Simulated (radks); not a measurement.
Task: The table gives one normalised radial function P(r) = r R(r) of Sr22+ in [Ne] 3s2 3p4 (r in bohr). All-electron calculation, scalar-relativistic Kohn-Sham, PBE, spin-polarised, spherical densities, point nucleus; open shells are filled with parallel spins first (spin-orbit coupling, left out, can overturn this in heavy ions). Program: a radial shooting solver on a logarithmic mesh with Libxc functionals.

r         P
0.002048   0.1508
0.002865   0.2016
0.003977   0.2641
0.005566   0.3417
0.007726   0.4275
0.01073    0.5141
0.01501    0.5831
0.02083    0.5963
0.02916    0.5024
0.04047    0.2538
0.05664   -0.1773
0.07862   -0.6785
0.1091    -1.0045
0.1527    -0.7878
0.212      0.1135
0.2967     1.2760
0.4118     1.7493
0.5763     1.2093
0.8        0.4292
1.111      0.0660

Which n and l does it have? It may be an empty orbital.

Result: n = 3, l = 0: the number of nodes gives n - l - 1 = 2, the rise at small r (about r^(l+1), flatter next to the nucleus through relativity) gives l, and the extent must fit the shell. The curve is that of 3s down; the table hardly tells the two spins apart. 3s down: eigenvalue -1089.2 eV, 2 radial nodes at r = 0.0500, 0.205 bohr, <r> = 0.432 bohr, 90 % of the charge inside 0.628 bohr.
